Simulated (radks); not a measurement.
The antimony anion Sb3-, [Xe], held by a Watson sphere: a shell of charge +3 at radius R that stands for the Madelung well of a crystal (potential energy -3/R inside, -3/r outside, in hartree with lengths in bohr). All-electron calculation, scalar-relativistic Kohn-Sham, LB94 model potential, spin-polarised, spherical densities, finite nucleus; Fermi nuclear charge, rms radius of each element as measured or else 0.836 A^(1/3) + 0.57 fm. Program: a radial shooting solver on a logarithmic mesh with Libxc functionals. Response by self-consistent Sternheimer equations with the Hartree and adiabatic LDA kernel, the relativistic mass of each level held fixed and spin-orbit coupling left out. The sphere does not respond.

R (bohr)  e(4d) (eV)  e(5s) (eV)  e(5p) (eV)  <r> 5p (bohr)  sum of <r^2> (bohr^2)  X-ray form factor at sin(theta)/lambda = 0.3 1/angstrom  alpha (bohr^3)
2.66         -39.231     -18.704     -10.607          2.806                  86.45                                                   35.315           52.95
4.16         -36.358     -14.814      -7.429          3.345                  112.1                                                   35.467           132.0
4.7          -35.667     -13.925      -6.525          3.512                  121.4                                                   35.473           180.3
5.23         -35.076     -13.217      -5.764          3.663                  130.6                                                   35.475           241.9
5.37         -34.932     -13.051      -5.582          3.701                  133.1                                                   35.475           261.1
5.57         -34.736     -12.828      -5.335          3.754                  136.7                                                   35.476           290.7
5.59         -34.717     -12.806      -5.311          3.759                  137.0                                                   35.476           293.9
5.81         -34.513     -12.579      -5.056          3.816                  141.0                                                   35.476           330.4
5.97         -34.372     -12.423      -4.881          3.857                  143.9                                                   35.477           359.7
